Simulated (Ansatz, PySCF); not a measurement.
H₄P₂, SMILES PP.

Geometry: B3LYP-D3(BJ)/def2-TZVP.

Vertical ionisation energy (IE) and electron affinity (EA) in eV. Rows of orbital energies are one-electron estimates. Where ΔSCF, EOM or ADC give a negative EA the extra electron is unbound and the value depends on the basis.

| level | IE | EA |
|---|---|---|
| −ε(HOMO), −ε(LUMO), ωB97X/def2-TZVPD (PySCF) | 9.14 | -1.48 |
| −ε(HOMO), −ε(LUMO), PBE/def2-TZVPD (PySCF) | 5.87 | 1.27 |
| ADC(2)/aug-cc-pVDZ (PySCF) | 8.74 | -0.56 |
| ΔSCF, PBE0/def2-TZVPD (Ansatz), final states of multiplicity 2 and 2 | 9.03 | -1.03 |
| ΔSCF, PBE/def2-TZVPD (Ansatz), final states of multiplicity 2 and 2 | ___ | ___ |

Complete the blanks. (The exact figures need the calculation; the answer reports its results.)


- ΔSCF, PBE/def2-TZVPD (Ansatz, a quantum-chemistry and plane-wave program), final states of multiplicity 2 and 2, IE: 8.92
- ΔSCF, PBE/def2-TZVPD (Ansatz), final states of multiplicity 2 and 2, EA: -0.92

What vertical singlet–triplet gap does ΔSCF give with PBE0/def2-TZVPD (Ansatz) and with PBE/def2-TZVPD (Ansatz)? (The exact figures need the calculation; the answer reports its results.)

4.18 and 4.06 eV (triplet above singlet where positive).

Beyond the first one, list the lowest photoelectron lines from ADC(2)/aug-cc-pVDZ (PySCF) with their pole strengths (two spins summed). (Estimate from the structure and the level; the computed values follow.)

11.21 eV (1.78), 11.60 eV (1.81), 12.58 eV (1.81), 13.92 eV (1.79), 18.89 eV (1.62).
